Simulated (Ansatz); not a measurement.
Consider the ligand exchange at the Si–S bond: `CC[SiH](F)S` + HBr → `CC[SiH](F)Br` + H₂S.

Gas-phase electronic energies from Ansatz, PBE0-D4/def2-TZVP geometries. CBS: MP2 limit from def2 TZ/QZ plus the TZ coupled-cluster correction, frozen cores. This one scheme is used for every species. Functionals use def2-TZVPP. B3LYP here is the variant with VWN-RPA as its local correlation; programs differ in this. For Br outer-core shells are correlated without core-valence functions, which leaves a few kJ/mol of doubt a bond. Scalar relativity is left out up to krypton. Each species was taken in one conformer, which may not be the lowest.

`CC[SiH](F)S`:

```xyz
12

C     0.495   -1.327   -0.961
C    -0.402   -0.546   -0.002
Si    0.353    1.051    0.576
F     0.716    1.913   -0.726
S    -0.930    2.142    1.872
H     0.019   -2.258   -1.278
H     1.447   -1.590   -0.493
H     0.719   -0.747   -1.858
H    -1.363   -0.316   -0.476
H    -0.637   -1.139    0.888
H     1.610    0.869    1.341
H    -2.026    1.948    1.118
```

HBr:

```xyz
2

Br    0.678    0.210    0.022
H    -0.678   -0.210   -0.022
```

`CC[SiH](F)Br`:

Z-matrix (Å, degrees):
```
C
C 1 1.528
H 1 1.093 2 111.6
H 1 1.092 2 111.0 3 -119.8
H 1 1.092 2 111.4 3 120.3
Si 2 1.852 1 113.0 3 -59.6
H 2 1.096 1 111.0 3 61.2
H 2 1.095 1 111.1 3 179.0
Br 6 2.213 2 110.5 1 -178.5
F 6 1.596 2 109.5 1 -60.0
H 6 1.480 2 113.9 1 59.9
```

H₂S:

Z-matrix (Å, degrees):
```
S
H 1 1.341
H 1 1.341 2 92.3
```

Is it downhill or uphill in electronic energy at CCSD(T)/CBS, and by how much? (An estimate is asked.)

The calculation gave: Downhill: ΔE = -38.9 kJ/mol.

What do these levels give: PBE-D4, ωB97M-V, B2PLYP, PBE0, B3LYP, MP2/CBS(def2)? (Best estimate.)

The calculation gave: PBE-D4 -32.4, ωB97M-V -37.9, B2PLYP -38.0, PBE0 -35.9, B3LYP -37.7, MP2/CBS(def2) -40.7 kJ/mol.

Largest T1 diagnostic among the species: 0.011.

In def2-TZVPP, CCSD(T) changes the Hartree–Fock value by +9.6 kJ/mol (the triples alone add +1.7 kJ/mol) and MP2 by +7.8 kJ/mol.
